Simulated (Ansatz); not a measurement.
Relaxation of AlH$_{8}$OPSi (12 atoms, charge 0, multiplicity 1), to a largest force component of 0.03 eV/Å in at most 50 steps.

All numbers below come from RHF/def2-SVP (Ansatz 0.2.0).

```xyz
12
Properties=species:S:1:pos:R:3
Al 0.116 -0.092 0.155
O -0.725 -0.254 1.672
Si -1.467 -0.682 3.060
H -2.677 -1.492 2.784
H -0.558 -1.479 3.918
H -1.872 0.532 3.809
H 1.670 -0.317 0.140
H -0.739 0.178 -1.133
P 0.193 3.210 1.262
H 1.545 2.864 1.481
H 0.223 3.008 -0.138
H -0.333 1.934 1.592
```

Question: Where does it end, and by what steps?

Answer: It converged. The force dipped under the threshold on the way, but the program's further checks kept it going. After 13 steps the energy has fallen by 0.184 eV; H12 moved furthest, 0.89 Å.

```csv
step,energy less start (eV),largest force component (eV/Å),accepted
0,0.0000,0.987,yes
1,-0.1141,0.681,yes
2,-0.1624,0.113,yes
3,-0.1741,0.080,yes
4,-0.1785,0.074,yes
5,-0.1692,0.679,no
6,-0.1809,0.028,yes
7,-0.1826,0.095,yes
8,-0.1826,0.059,no
9,-0.1835,0.027,yes
10,-0.1840,0.034,yes
11,-0.1842,0.036,yes
12,-0.1843,0.045,yes
13,-0.1845,0.023,yes
```

```xyz
12
Properties=species:S:1:pos:R:3
Al 0.099 -0.314 0.220
O -0.733 -0.606 1.661
Si -1.514 -0.902 3.065
H -2.760 -1.664 2.814
H -0.658 -1.690 3.981
H -1.867 0.375 3.731
H 1.665 -0.460 0.211
H -0.729 0.060 -1.064
P 0.481 3.688 1.123
H 1.630 2.876 1.257
H 0.155 3.251 -0.182
H -0.394 2.798 1.787
```

Whether the end is a true minimum wasn't checked by a vibrational analysis.

Time of the run: 25 s on 2 threads of Intel(R) Xeon(R) Platinum 8259CL CPU @ 2.50GHz (Skylake/Cascade Lake) (shared host), peak memory 0.23 GiB.
